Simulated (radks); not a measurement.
Problem. These are the eigenvalues of the occupied orbitals of an atom or ion with whole-number occupations (eV). Method: scalar-relativistic Kohn-Sham, PBE, spin-unpolarised, spherical densities, point nucleus; computed with a radial shooting solver on a logarithmic mesh with Libxc functionals.

orbital  eigenvalue
1s        -88144.56
2s        -15770.45
2p        -13525.34
3s        -3790.297
3p        -3146.709
3d        -2491.123
4s        -862.7412
4p        -651.8739
4d        -408.0315
5s        -149.7235
4f        -138.8104
5p         -91.0877
5d         -25.5141
6s         -14.0511
6p          -4.5426

Which element is it, and in what charge state? The configuration may be excited.

Solution. Z = 82, lead, charge 0: Pb in [Xe] 4f14 5d9 6s2 6p3. The list shows which subshells hold electrons but not how many an open one holds; the 1s level, -3239.3 hartree, gives Z - s = 80.5 by -(Z - s)^2/2, which with screening and relativity narrows Z to a few neighbours, and the depths of the outer levels then fix element, charge and occupations together.
